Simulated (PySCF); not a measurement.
**Structure from 2D NMR**

Compound of formula C7H5F3. Correlations simulated from computed shifts and the bond graph:

HSQC (one-bond C–H):
```csv
δH,δC
6.77,110.5
6.42,135.3
6.21,135.3
5.53,103.6
5.37,103.6
```

COSY cross peaks (H two or three bonds apart, from the bond graph; peaks can be absent where the dihedral angle is near 90°):
```csv
δH,δH
6.42,6.21
5.53,5.37
```

HMBC (two and three bonds, from the bond graph):
```csv
δH,δC
6.77,"92.4, 92.2"
6.42,"171.1, 128.1, 92.4"
6.21,"171.1, 128.1, 92.4"
5.53,"171.1, 128.1"
5.37,"171.1, 128.1"
```

Carbons without hydrogens: δ 171.1, 128.1, 92.4, 92.2.

Theory: shieldings: GIAO PBE0/pcSseg-1, GFN2-xTB structure, in PySCF 2.14.0 with density-fitted response routines (relativity neglected, no solvent model, single conformer, one averaged value for each set of equivalent atoms).

Scale: ¹H and ¹³C against TMS (reference shieldings calculated alike).

Exchangeable hydrogens are left out of these lists.

Q: Assemble the structure.

A: SMILES C=C(F)C(=C)C#CC(F)F.

Mapped SMILES: `[CH2:1]=[C:2]([F:3])[C:4](=[CH2:5])[C:6]#[C:7][CH:8]([F:9])[F:10]`. Hydrogens are named by the atom that carries them. Ha(C5) is cis to C2; Ha(C1) is cis to F3; Hb(C5) is trans to C2; Hb(C1) is trans to F3.

- δC 171.1 is C2, a fully substituted alkene carbon.
- δC 135.3 is C5, a terminal =CH2 carbon (δH 6.42, 6.21).
- δC 128.1 is C4, a fully substituted alkene carbon.
- δC 110.5 is C8, a propargylic sp3 CH bonded to 2 F (δH 6.77).
- δC 103.6 is C1, a terminal =CH2 carbon (δH 5.53, 5.37).
- δC 92.4 is C6, an alkyne carbon.
- δC 92.2 is C7, an alkyne carbon.
- HMBC from δH 6.77 reaches the proton-free carbons C6, C7.
- HMBC from δH 6.42 reaches the proton-free carbons C2, C4, C6.
- HMBC from δH 6.21 reaches the proton-free carbons C2, C4, C6.
- HMBC from δH 5.53 reaches the proton-free carbons C2, C4.
- COSY links 6.42–6.21, 5.53–5.37.

This is the structure that produced the data.

Shifts are as computed. Against solution values, carbons near 30 ppm lie about +3 ppm off and those near 130 ppm about +5 ppm. Of 1309 compounds with measured shifts, 239 miss one by over three times the rms of a fit or turn the order of signals round; such compounds aren't used in these exercises.
